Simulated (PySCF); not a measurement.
# GeSBr₂, singlet: computed properties

Level of theory: PBE0 in PySCF with Ge def2-SVP, S def2-SVP, Br def2-SVP; no relativity; density-fitted integrals.

The structure is a minimum.

```
Point group                                                                   : C2v
Bond lengths                                                                  : Ge–Br 2.280 Å (×2), Ge–S 2.016 Å
Bond angles                                                                   : Br–Ge–Br 106.0°, Br–Ge–S 127.0° (×2)
Enthalpy at 298.15 K above 0 K                                                : 18.04 kJ/mol
Dipole moment                                                                 : 1.63 D
Heat capacity Cp at 298.15 K                                                  : 75.9 J/(mol K)
Entropy at 298.15 K and 1 bar                                                 : 352.4 J/(mol K)
Highest occupied level                                                        : -7.57 eV
Zero-point energy                                                             : 9.3 kJ/mol
Principal polarisabilities                                                    : 41.9, 83.3, 98.0 bohr³
Lowest empty level                                                            : -2.80 eV
Atomisation energy without zero-point energy                                  : 975 kJ/mol
Rotational constants                                                          : 0.04966, 0.0322, 0.01953 cm⁻¹
Principal quadrupole moments (Buckingham, traceless) about the centre of mass : -4.90, 1.82, 3.08 D Å
Rotational symmetry number                                                    : 2
```

Harmonic modes (masses in u: Ge 73.921, S 31.972, Br 78.918):
```json
{"symmetry": "a1", "ω (cm⁻¹)": "104", "IR (km/mol)": "0.9", "μ (u)": "70.74", "type": "bend"}
{"symmetry": "b2", "ω (cm⁻¹)": "127", "IR (km/mol)": "5.0", "μ (u)": "40.92", "type": "bend"}
{"symmetry": "b1", "ω (cm⁻¹)": "127", "IR (km/mol)": "3.8", "μ (u)": "56.20", "type": "bend"}
{"symmetry": "a1", "ω (cm⁻¹)": "278", "IR (km/mol)": "12.8", "μ (u)": "62.71", "type": "stretch"}
{"symmetry": "b2", "ω (cm⁻¹)": "331", "IR (km/mol)": "70.4", "μ (u)": "75.69", "type": "stretch"}
{"symmetry": "a1", "ω (cm⁻¹)": "586", "IR (km/mol)": "56.8", "μ (u)": "40.16", "type": "stretch"}
```

In C2v the vibrations span 3a1 + 2b2 + b1. Here b1 is antisymmetric to the molecular plane and b2 lies in it.

Charges (e):
| atom | Mulliken | Löwdin | polar tensor | Mayer order to Ge1 |
| --- | --- | --- | --- | --- |
| Ge1 | 0.53 | -0.04 | 1.38 | – |
| S2 | -0.22 | -0.04 | -0.48 | 1.97 |
| Br3,4 | -0.15 | 0.04 | -0.45 | 1.04 |

Mulliken populations on Ge1: s 7.29, p 13.88, d 10.31.

Outer orbital energies (eV). occupied: -11.41, -10.76, -10.13, -9.38, -9.30, -9.00, -8.00, -7.57; empty: -2.80, -2.53, 0.61, 2.03.

Counting electrons, germanium keeps none of its valence electrons outside its bonds, so the VSEPR class is AX3 and the expected shape is trigonal planar; with unlike ligands the computed point group is C2v.

Other isomers or separated fragments may lie lower.

The final relaxation and frequency run took roughly 2.6 core-minutes on a shared host.
